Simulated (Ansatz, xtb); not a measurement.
**Two structures of ClH3INSi**

We compare I, a singlet given by its coordinates, with II, `N[Si@H](Cl)I`, a singlet. Both are isolated molecules in the gas phase, relaxed with B3LYP-D3(BJ)/def2-SVP; the shapes shown needn't be the lowest conformers.

I (Å):

```xyz
7

Cl   -2.2664    1.5523   -2.5002
I     0.1983   -1.1937   -2.0670
N     0.4899    2.0388   -1.5466
Si   -1.0480    0.7808   -0.8934
H     0.2912    3.0223   -1.3382
H     1.3914    1.7849   -1.1315
H     0.5723    1.9393   -2.5642
```

Close contacts (Å): Cl1–Si4 2.16, I2–Si4 2.61, N3–Si4 2.09, N3–H5 1.02, N3–H6 1.02, N3–H7 1.03.

II (Å):

```xyz
7

Cl   -0.0852    2.2415   -2.3061
I     1.3464    2.5012    1.0703
N    -1.0129    0.1793   -0.2441
Si   -0.5889    1.8341   -0.3423
H    -0.3958   -0.5248   -0.6402
H    -1.4737   -0.1641    0.5947
H    -1.7295    2.6643    0.0989
```

Quicker runs give these differences E(II) − E(I): GFN2-xTB −162.8 kJ/mol; HF/STO-3G −64.5 kJ/mol (at GFN2-xTB geometries); r2SCAN-D4/def2-SVP −84.7 kJ/mol (at GFN2-xTB geometries).

Task: Estimate E(II) − E(I) at the level CCSD(T)/def2-SVP + ΔMP2/def2-TZVPP.

Result: Calculated at CCSD(T)/def2-SVP + ΔMP2/def2-TZVPP: E(II) − E(I) = −98.8 kJ/mol, so structure II lies lower.

The same difference at several levels:

```csv
level,geometry,E(II) − E(I) (kJ/mol),departure from the last row (kJ/mol),"job, with rough time for the two"
GFN2-xTB,GFN2-xTB,−162.8,−64.0,"optimisation, 1 s"
HF/STO-3G,GFN2-xTB,−64.5,+34.4,"single point, 5.3 s"
r2SCAN-D4/def2-SVP,GFN2-xTB,−84.7,+14.1,"single point, 12 s"
B3LYP-D3(BJ)/def2-SVP,B3LYP-D3(BJ)/def2-SVP,−69.3,+29.6,"optimisation, 3.6 min"
HF/def2-SVP,B3LYP-D3(BJ)/def2-SVP,−102.8,−4.0,part of the CCSD(T) run
MP2/def2-SVP,B3LYP-D3(BJ)/def2-SVP,−93.6,+5.2,part of the CCSD(T) run
CCSD(T)/def2-SVP,B3LYP-D3(BJ)/def2-SVP,−81.3,+17.5,single point
CCSD(T)/def2-SVP + ΔMP2/def2-TZVPP,B3LYP-D3(BJ)/def2-SVP,−98.8,,"single point, 1.8 min"
```

None of the levels shown reverses the order. The largest departure from CCSD(T)/def2-SVP + ΔMP2/def2-TZVPP is that of GFN2-xTB, 64.0 kJ/mol. The last row adds to CCSD(T) the change of the MP2 difference between the two basis sets, here −17.5 kJ/mol, a large step that makes the value less sure.

With harmonic frequencies from B3LYP-D3(BJ)/def2-SVP (ideal gas, rigid rotor, one conformer each, 298.15 K, 1 atm): the zero-point term adds −9.8 kJ/mol; ΔH is −109.6 and ΔG −107.0 kJ/mol.

The correlated steps freeze 15 core orbitals; the filled d shell of I is correlated, in a basis made for valence electrons. Atoms past krypton carry core potentials in the def2 sets, other sets are all-electron and non-relativistic, and no spin–orbit term is included. Codes used: Ansatz 0.2.0, xtb 6.7.1; the last row on 1 thread of AMD EPYC (Zen 3) on a shared host.
